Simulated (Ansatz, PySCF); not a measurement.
Species: diindium oxide, In2O, charge 0, multiplicity 1. 
Structure (B3LYP-D3(BJ)/def2-TZVP (Ansatz, an electronic-structure program) minimum search):
```xyz
3

In     0.0000     0.0000    -2.0164
O      0.0000     0.0000     0.0000
In     0.0000     0.0000     2.0164
```

Total electronic energies in hartree. Correlated levels leave the core frozen unless marked. Spin-orbit coupling is left out. Frozen are the shells of the preceding noble gas and the d and f shells that filled before the atom's block. Past Kr the def2 sets carry scalar-relativistic core potentials. Basis-set limits of correlation are two-point, X^-3; Hartree-Fock from the larger set. [CCSD(T)-MP2]/basis is that difference in the basis named.

```json
[
 {"level": "HF/def2-SVP", "program": "Ansatz", "energy (Eh)": "-453.29176"},
 {"level": "HF/def2-TZVPPD", "program": "Ansatz", "energy (Eh)": "-453.40010"},
 {"level": "RI-HF/def2-TZVPPD", "program": "Ansatz", "energy (Eh)": "-453.40002"},
 {"level": "revPBE-D4/def2-TZVPD", "program": "Ansatz + dftd4", "energy (Eh)": "-455.71025"},
 {"level": "revPBE/def2-TZVPD", "program": "Ansatz", "energy (Eh)": "-455.70224"},
 {"level": "r2SCAN/def2-TZVPD", "program": "PySCF", "energy (Eh)": "-455.72078"},
 {"level": "BHLYP-D3(BJ)/def2-TZVPD", "program": "Ansatz + dftd3", "energy (Eh)": "-455.42773"},
 {"level": "M06-2X/def2-TZVPD", "program": "PySCF", "energy (Eh)": "-455.44640"},
 {"level": "MN15-D3(BJ)/def2-TZVPD", "program": "PySCF + dftd3", "energy (Eh)": "-454.72921"},
 {"level": "MN15/def2-TZVPD", "program": "PySCF", "energy (Eh)": "-454.72921"},
 {"level": "wB97X-V/def2-TZVPD", "program": "Ansatz", "energy (Eh)": "-455.53707"},
 {"level": "B2PLYP-D4/def2-TZVPD", "program": "Ansatz + dftd4", "energy (Eh)": "-455.01807"},
 {"level": "MP2/def2-SVPD", "program": "Ansatz", "energy (Eh)": "-453.59703"},
 {"level": "RI-MP2/def2-QZVPP", "program": "Ansatz", "energy (Eh)": "-453.77784"},
 {"level": "SCS-MP2/def2-QZVPP", "program": "Ansatz", "energy (Eh)": "-453.77521"},
 {"level": "SCS-MP2/def2-QZVPPD", "program": "Ansatz", "energy (Eh)": "-453.77582"},
 {"level": "CCSD/def2-TZVPP", "program": "Ansatz", "energy (Eh)": "-453.74976"},
 {"level": "CCSD/def2-QZVPP", "program": "Ansatz", "energy (Eh)": "-453.77721"},
 {"level": "CCSD/CBS(def2-TZVPP,def2-QZVPP)", "program": "Ansatz", "energy (Eh)": "-453.7930"},
 {"level": "CCSD(T)/def2-QZVPPD", "program": "Ansatz", "energy (Eh)": "-453.79655"},
 {"level": "RI-MP2/CBS(def2-TZVPP,def2-QZVPP)+[CCSD(T)-MP2]/def2-SVP", "program": "Ansatz", "energy (Eh)": "-453.8194"},
 {"level": "RI-MP2/CBS(def2-TZVPPD,def2-QZVPPD)+[CCSD(T)-MP2]/def2-SVPD", "program": "Ansatz", "energy (Eh)": "-453.8174"},
 {"level": "CCSD(T)/CBS(def2-TZVPPD,def2-QZVPPD)", "program": "Ansatz", "energy (Eh)": "-453.8118"}
]
```

Totals of different functionals don't rank their quality; only differences between species are comparable.
